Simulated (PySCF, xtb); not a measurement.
C2H6Al, SMILES [CH3][Al][CH3], multiplicity 2.

Harmonic wavenumbers (cm⁻¹) from GFN2-xTB in xtb 6.7.1 at its own minimum, in rising order: 33, 53, 105, 438, 448, 458, 480, 574, 633, 1279, 1296, 1448, 1452, 1454, 1455, 2901, 2903, 2904, 2905, 2913, 2914.

Q: What does PBE-D3(BJ)/def2-TZVP run with PySCF give at its own minimum? (The exact figures need the calculation; the answer reports its results.)

A: 46, 71, 162, 506, 523, 538, 554, 647, 718, 1139, 1151, 1379, 1387, 1392, 1405, 2944, 2946, 3016, 3018, 3061, 3061. Paired by order, the mean absolute difference is 80 cm⁻¹ and the zero-point energies are 41.5 and 42.4 kcal/mol.
